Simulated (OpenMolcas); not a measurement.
Tc4+ among 3 point charges of -1 e arranged as a planar triangle (D3h), 2.18 Å from the ion.

```json
{"Program": "OpenMolcas", "Method": "SS-CASPT2, IPEA 0.25 Eh, imaginary shift 0.1 Eh (closed shells correlated: 4s 4p)", "Basis": "ANO-RCC-VTZP [7s6p4d2f1g]", "Scalar Hamiltonian": "DKH2, point nucleus", "Active space": "3 electrons in 5 orbitals (4d)", "State averaging": "2S+1 = 4 even, 10 roots; 2S+1 = 2 even, 40 roots", "Spin-orbit coupling": "RASSI with atomic mean-field integrals over the reference wave functions"}
```

Task: What is the spin-free ground state (labels of D3, the rotations of D3h)?

Result: 4A2, 1-fold in its orbital part, 100 % from free-ion F terms; it has the highest spin that d3 allows.

Task: Where is the first state of the same spin?

Result: 4A1 at 4.52 cm-1 above the ground state. The two act as a nearly degenerate pair, with unquenched orbital momentum.

Task: What are the lowest two levels with spin-orbit coupling?

Result: A 2-fold level E3/2 with g = 0.00, 0.00, 0.25, then a 2-fold level E1/2 1140 cm-1 above it. Their leading multiplicities are 4 (98 %) and 4 (99 %).

Task: What is χT at 300 K, and how does it compare with the textbook value?

Result: The lowest level has 2S+1 = 4, for which the spin-only value is χT = S(S+1) / 2 = 1.875 cm3 K/mol (g = 2). The computed 0.209 at 300 K differs by -1.666, through orbital momentum, spin-orbit coupling and any other state in reach.

Roots that are degenerate in the reference are averaged as groups; the widest CASPT2 spread within a group is 34 cm-1 (the 2-fold group of multiplicity 2 near 29000 cm-1 above the lowest state of its run). Shifts and gaps below about the spread of the groups concerned are not significant. Spin-orbit coupling mixes the spin-free states strongly: the lowest level takes only 44 % from its leading state, 4A2. The ground term spreads over less than 5000 cm-1, several times less than with real ligands, so orbital moments are less quenched and χT lies further from the spin-only value than at real sites. Free-ion shares, where given, are those of the reference states; single-state CASPT2 does not remix them. Point charges carry no covalency, so the field is a model and not that of real ligands. No measured value stands beside these numbers.
